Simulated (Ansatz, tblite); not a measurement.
Removing and adding an electron: Ge(OMe)H3 (CH6GeO). The state is a singlet with charge 0. Geometry: PBE-D4/def2-TZVP. Ansatz, gas phase; energy differences of separate SCF runs; the oxidised species was run as a doublet alone; the reduced species was run as a doublet alone.

```tsv
atom	x (Å)	y (Å)	z (Å)
Ge1	1.278	0.500	-0.009
O2	-0.458	0.640	0.462
C3	-1.312	-0.424	0.059
H4	-1.354	-0.535	-1.041
H5	-2.326	-0.193	0.419
H6	-1.006	-1.395	0.493
H7	1.868	-0.795	0.613
H8	1.932	1.773	0.561
H9	1.378	0.430	-1.557
```

The xTB rows come from tblite.

Question: Estimate orbital energies and vertical ionisation energies and electron affinities at: GFN1-xTB; GFN2-xTB; PBE-D4/def2-TZVP; PBE-D4/def2-TZVPD; r2SCAN-D4/def2-TZVP; r2SCAN-D4/def2-TZVPD; PBE0-D4/def2-TZVP; PBE0-D4/def2-TZVPD.

Answer: 
```json
{"level": "GFN1-xTB", "−HOMO (eV)": "12.48", "vertical IE (eV)": "15.54", "−LUMO (eV)": "6.34", "vertical EA (eV)": "2.45", "HOMO–LUMO gap (eV)": "6.14", "IE − EA (eV)": "13.09", "remarks": "–"}
{"level": "GFN2-xTB", "−HOMO (eV)": "11.40", "vertical IE (eV)": "14.51", "−LUMO (eV)": "3.78", "vertical EA (eV)": "0.13", "HOMO–LUMO gap (eV)": "7.62", "IE − EA (eV)": "14.38", "remarks": "–"}
{"level": "PBE-D4/def2-TZVP", "−HOMO (eV)": "6.19", "vertical IE (eV)": "9.74", "−LUMO (eV)": "0.64", "vertical EA (eV)": "–", "HOMO–LUMO gap (eV)": "5.54", "IE − EA (eV)": "–", "remarks": "–"}
{"level": "PBE-D4/def2-TZVPD", "−HOMO (eV)": "6.24", "vertical IE (eV)": "–", "−LUMO (eV)": "0.88", "vertical EA (eV)": "-1.01", "HOMO–LUMO gap (eV)": "5.36", "IE − EA (eV)": "–", "remarks": "HOMO above zero (-1 doublet)"}
{"level": "r2SCAN-D4/def2-TZVP", "−HOMO (eV)": "6.52", "vertical IE (eV)": "9.82", "−LUMO (eV)": "0.28", "vertical EA (eV)": "–", "HOMO–LUMO gap (eV)": "6.23", "IE − EA (eV)": "–", "remarks": "–"}
{"level": "r2SCAN-D4/def2-TZVPD", "−HOMO (eV)": "6.55", "vertical IE (eV)": "–", "−LUMO (eV)": "0.44", "vertical EA (eV)": "-1.18", "HOMO–LUMO gap (eV)": "6.11", "IE − EA (eV)": "–", "remarks": "HOMO above zero (-1 doublet)"}
{"level": "PBE0-D4/def2-TZVP", "−HOMO (eV)": "7.75", "vertical IE (eV)": "9.96", "−LUMO (eV)": "-0.24", "vertical EA (eV)": "–", "HOMO–LUMO gap (eV)": "7.99", "IE − EA (eV)": "–", "remarks": "–"}
{"level": "PBE0-D4/def2-TZVPD", "−HOMO (eV)": "7.79", "vertical IE (eV)": "–", "−LUMO (eV)": "0.08", "vertical EA (eV)": "-1.17", "HOMO–LUMO gap (eV)": "7.71", "IE − EA (eV)": "–", "remarks": "HOMO above zero (-1 doublet)"}
```

   A HOMO above zero means that the electron is unbound at that level or that self-interaction error raises the level; the energy of removing that electron tells which. Raw xTB energy differences between charge states are shifted by several eV; the methods need an empirical correction for them. A negative affinity means that the extra electron isn't bound; its size then hangs on the basis.
